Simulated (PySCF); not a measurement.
# Electron correlation in Pd (palladium, neutral)

[Kr] 4d10, closed-shell 1S. All numbers are calculated (PySCF 2.14, a scalar-relativistic core potential, in def2-TZVPPD with the def2 core potential (28 electrons) (6s4p3d2f1g, 56 functions)). Frozen: 4s2 4p6; 10 electrons correlated.

| level | correlation energy (mhartree) |
| --- | --- |
| CCSD | -328.83 |
| (T) | -13.86 |
| CCSD(T) | -342.69 |

Diagnostics: T1 = 0.0037, D1 = 0.0053, largest double amplitude 0.024.

Is a single reference adequate?

Yes, within this model without spin-orbit coupling: T1 lies below 0.03 and no double amplitude reaches 0.07.
